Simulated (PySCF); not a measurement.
# Broadened absorption spectrum of GeH3PHPF2

Species: GeH3PHPF2, F2GeH4P2.
Geometry (PBE0-D3(BJ)/def2-SVP, Å), atoms numbered from 1 in this order:
```xyz
9
F2GeH4P2 angstrom
F      3.106    0.251    0.869
P      1.571    0.075    1.333
F      1.387   -1.473    0.884
P      0.589    0.986   -0.457
Ge    -1.355   -0.286   -0.231
H      0.083    2.072    0.326
H     -2.498    0.556   -0.820
H     -1.161   -1.573   -1.041
H     -1.659   -0.623    1.240
```

Computed, not measured: TDDFT B3LYP/def2-SVPD, vertical, gas phase, core orbitals frozen in the response in PySCF 2.14.0, density-fitted response routines. Relativistic effects, spin–orbit coupling among them, are left out although an element past zinc is present.

Computed states:

```csv
state,E (eV),f
S1,4.75,0.013
S2,5.51,0.129
S3,5.89,0.031
S4,6.03,0.063
S5,6.11,0.055
S6,6.24,0.061
```

Each state is given a Gaussian of 0.25 eV full width at half maximum, with ε(max) = 2.175×10⁸ f / Δν̃ (Δν̃ the width in cm⁻¹). The cross-section is σ = 3.8235×10⁻²¹ ε cm², given in Mb (10⁻¹⁸ cm²). The width is an assumption, not a result. The curve ends short of the highest state used, and states not computed would add to its high-energy end.

Question: Give the broadened spectrum and its maxima.

Answer: 
| λ (nm) | σ (Mb) |
| --- | --- |
| 219.9 | 25.46 |
| 221.1 | 34.18 |
| 222.2 | 42.05 |
| 223.4 | 48.95 |
| 224.5 | 52.52 |
| 225.7 | 52.68 |
| 226.8 | 49.45 |
| 228.0 | 43.03 |
| 229.1 | 35.60 |
| 230.3 | 27.10 |
| 231.5 | 19.30 |
| 232.6 | 13.36 |
| 233.8 | 8.42 |
| 234.9 | 5.23 |
| 236.1 | 2.94 |
| 237.2 | 1.65 |
| 238.4 | 0.83 |
| 239.6 | 0.40 |
| 240.7 | 0.20 |
| 241.9 | 0.09 |
| 243.0 | 0.06 |
| 244.2 | 0.06 |
| 245.3 | 0.09 |
| 246.5 | 0.16 |
| 247.7 | 0.27 |
| 248.8 | 0.44 |
| 250.0 | 0.71 |
| 251.1 | 1.05 |
| 252.3 | 1.52 |
| 253.4 | 2.04 |
| 254.6 | 2.68 |
| 255.8 | 3.35 |
| 256.9 | 3.94 |
| 258.1 | 4.50 |
| 259.2 | 4.88 |
| 260.4 | 5.12 |
| 261.5 | 5.14 |
| 262.7 | 4.97 |
| 263.8 | 4.65 |
| 265.0 | 4.16 |
| 266.2 | 3.58 |
| 267.3 | 3.02 |
| 268.5 | 2.42 |
| 269.6 | 1.92 |
| 270.8 | 1.44 |
| 271.9 | 1.07 |
| 273.1 | 0.75 |
| 274.3 | 0.51 |
| 275.4 | 0.35 |
| 276.6 | 0.22 |
| 277.7 | 0.15 |
| 278.9 | 0.09 |
| 280.0 | 0.05 |
| 281.2 | 0.03 |
| 282.4 | 0.02 |
| 283.5 | 0.01 |

Maxima: 261 nm (4.75 eV), ε about 1300, made up of S1 (100%); 225 nm (5.51 eV), ε about 14000, made up of S2 (100%) (ε in L mol⁻¹ cm⁻¹; maxima over ε = 5, shares over 10%).

Question: Coming from long wavelengths, where does ε first pass 100 L mol⁻¹ cm⁻¹?

Answer: At about 275 nm (4.51 eV), 0.24 eV below S1.

Question: What would ε be at 5.51 eV, the highest of these maxima, with half the width (0.125 eV)?

Answer: About 27700 L mol⁻¹ cm⁻¹ against 13900, a factor of about 2.00; a lone state at its own centre would give exactly 2.

Question: On this curve, what absorbance would a 10⁻³ mol/L sample give at 266 nm over a 1 cm path?

Answer: 266 nm is 4.661 eV, where ε is about 960 L mol⁻¹ cm⁻¹, so A = ε c l ≈ 0.96 (Beer–Lambert, with the gas-phase spectrum and the assumed width).

One conformer stands for the species.
